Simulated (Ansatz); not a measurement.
Ansatz results at the PBE0-D4/def2-TZVP geometry: HOMO–LUMO gap (PBE/def2-TZVPP) 5.35 eV; LUMO energy (B3LYP/def2-TZVPP) -0.65 eV; HOMO–LUMO gap (B3LYP/def2-TZVPP) 7.21 eV.

Each molecule was computed in one conformer, which needn't be the lowest.

(1) Which molecule gave them?
A. `[SiH3]OC[SiH2]Cl`
B. `O[SiH2]C([SiH3])Cl`
C. `CO[SiH]([SiH3])Cl`
D. `CSSCF`

## Answers

(1) B. The others give `CSSCF`: 4.32, -0.70, 6.08; `[SiH3]OC[SiH2]Cl`: 5.81, -0.51, 7.70; `CO[SiH]([SiH3])Cl`: 5.83, -0.33, 7.56.

B3LYP here is the variant with VWN-RPA as its local correlation; programs differ in this.
